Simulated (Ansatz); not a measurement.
`[SiH3][O][SnH2][Cl]` and `[OH][SnH2][O][SiH3]` differ in one atom or group.

Ansatz, PBE0-D4/def2-TZVP geometries, multiplicity 1. Each molecule was computed in one conformer, which needn't be the lowest.

Elements past krypton have def2 core potentials.

```csv
property,`[SiH3][O][SnH2][Cl]`
HOMO energy (PBE0/def2-TZVPP) / eV,-8.49
size of the dipole moment (ωB97M-V/def2-TZVPP) / D,2.39
LUMO energy (PBE0/def2-TZVPP) / eV,-1.03
HOMO energy (B3LYP/def2-TZVPP) / eV,-8.28
HOMO–LUMO gap (ωB97M-V/def2-TZVPP) / eV,11.56
HOMO–LUMO gap (B3LYP/def2-TZVPP) / eV,6.93
```

**Question.** Give the same properties after the change, and the shifts. (Best estimate.)

**Answer.** Computed: 
```tsv
property	`[OH][SnH2][O][SiH3]`	shift
HOMO energy (PBE0/def2-TZVPP) / eV	-8.40	0.09
size of the dipole moment (ωB97M-V/def2-TZVPP) / D	1.94	-0.45
LUMO energy (PBE0/def2-TZVPP) / eV	-0.61	0.42
HOMO energy (B3LYP/def2-TZVPP) / eV	-8.19	0.09
HOMO–LUMO gap (ωB97M-V/def2-TZVPP) / eV	11.74	0.18
HOMO–LUMO gap (B3LYP/def2-TZVPP) / eV	7.26	0.33
```

With PBE0 the HOMO rises by 0.09 eV and the LUMO rises by 0.42 eV, so the gap widens by about 0.33 eV. PBE moves the HOMO by 0.12 eV and ωB97M-V by 0.05 eV. Dipoles are sizes alone; their direction can turn.

B3LYP here is the variant with VWN-RPA as its local correlation; programs differ in this.
